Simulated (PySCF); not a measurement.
BH₃, SMILES B.

Coordinates come from a B3LYP-D3(BJ)/def2-TZVPD optimisation. The isomer is the one that the SMILES or the coordinates give; other isomers of the formula were not compared.

Computed with PBE0/def2-TZVPD run with PySCF.

Isolated molecule, no solvent.

**Question.** Estimate the frontier levels, gap, dipole moment and polarisability. (Estimate from the structure and the level; the computed values follow.)

**Answer.** 
```json
{
 "highest_occupied_level": "-9.93 eV",
 "lowest_empty_level": "-1.95 eV",
 "orbital_gap": "7.98 eV",
 "dipole_moment": "0.00 D",
 "quadrupole, principal values (traceless, Buckingham form, about the centre of nuclear charge)": "-1.06, -1.06, 2.13 D·Å",
 "mean_static_polarisability": "17.5 bohr³ (2.59 Å³)",
 "polarisability_principal_values": "14.5, 19.0, 19.0 bohr³"
}
```
